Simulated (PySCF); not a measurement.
UHF on Al⁺ (aluminium, charge +1)

Configuration: [Ne] 3s1 3p1, high-spin 3P determinant (an excited configuration). Computed with PySCF 2.14 in cc-pV6Z (8s7p5d4f3g2h1i, 144 functions), with the non-relativistic Hamiltonian (point nucleus).

| Quantity | Value |
| --- | --- |
| Total energy | -241.545438 hartree |
| One-electron energy | -332.1468 hartree |
| Hartree (Coulomb) energy | 108.5629 hartree |
| Exchange energy | -17.9616 hartree |
| Kinetic energy | 241.55942 hartree |
| ⟨S²⟩ | 2.0001 |
| ⟨L²⟩ | 2.029 |
| Sum of ⟨r⟩ | 10.26 bohr |
| Sum of ⟨r²⟩ | 19.23 bohr² |
| Traceless quadrupole moment −½Σ⟨3z² − r²⟩ along its main axis | -4.12 e·bohr² |
| Density at the nucleus (Gaussians lack the cusp) | 1400 bohr⁻³ |
| Spin density at the nucleus | 2.85 bohr⁻³ |
| Langevin diamagnetic susceptibility | -15.2 ×10⁻⁶ cm³/mol |

```tsv
shell	electrons	mean orbital energy (eV)	spread (eV)	rms radius, mean of both spins (bohr)
1s α	1	-1601.8	0	0.140
1s β	1	-1601.4	0	0.140
2s α	1	-143.50	0	0.678
2s β	1	-142.68	0	0.678
2p α	3	-97.474	0.314	0.673
2p β	3	-96.916	0.408	0.673
3s α	1	-20.671	0	2.55
3p α	1	-14.205	0	3.01
```

Spin-orbit constants ζ (cm⁻¹) from the X2C one-electron operator on these orbitals (non-relativistic here): bare nucleus, nucleus screened by l(l+1)(2l+1)/3 electrons, and screened by the Breit-Pauli mean field of the electrons.

| shell | bare | screened nucleus | mean field |
| --- | --- | --- | --- |
| 2p | 2664 | 2254 | n/a |
| 3p | 133.4 | 112.9 | n/a |

To first order the Landé constant is A = 56.43 cm⁻¹, so the lowest level has J = 0 and lies 0.0140 eV below the centre of the term. This holds in LS coupling only.
